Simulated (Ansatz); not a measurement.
H$_{3}$InO$_{2}$S (`[OH][In]([OH])[SH]`) at its PBE0-D4/def2-TZVP geometry, where that method's forces vanish. Charge 0, multiplicity 1. In: def2 effective core potential.

```xyz
7

O     2.0435    0.0832   -0.0053
In    0.0668    0.0332   -0.0332
O    -0.7234   -1.2068    1.2822
S    -1.3248    1.2952   -1.4644
H     2.4237    0.6884   -0.6462
H    -0.0476   -1.6550    1.7981
H    -2.4381    0.7618   -0.9312
```

(1) What forces (eV/Å) does ωB97M-V/def2-TZVPP give on these atoms in Ansatz 0.2.0? (Best estimate.)

Answers

(1) The calculation gave: 
```
O1  -0.006  0.057 -0.062
In2 -0.050  0.032 -0.037
O3   0.075 -0.020  0.026
S4  -0.042 -0.071  0.075
H5   0.009 -0.044  0.048
H6  -0.066  0.008 -0.012
H7   0.079  0.038 -0.038
```
